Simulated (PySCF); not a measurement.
A structure optimised at B3LYP-D3(BJ)/def2-SVP, used in a PySCF frequency run:

```xyz
13

C     -0.7954    -2.7899     0.0000
C     -0.3598    -1.6531     0.0000
Si     0.3344     0.0477     0.0000
C      1.3263     0.3262    -1.5593
C      1.3263     0.3262     1.5593
Cl    -1.2747     1.3867     0.0000
H     -1.1855    -3.7916     0.0000
H      0.7003     0.1690    -2.4508
H      2.1743    -0.3766    -1.6023
H      1.7205     1.3542    -1.5880
H      1.7205     1.3542     1.5880
H      2.1743    -0.3766     1.6023
H      0.7003     0.1690     2.4508
```
Charge 0, spin multiplicity 1.

Write its SMILES, formula and point group.

C#C[Si](C)(C)Cl, C4H7ClSi, Cs

What are its rotational constants (standard atomic weights)?

2.4192, 1.6991, 1.4658 GHz
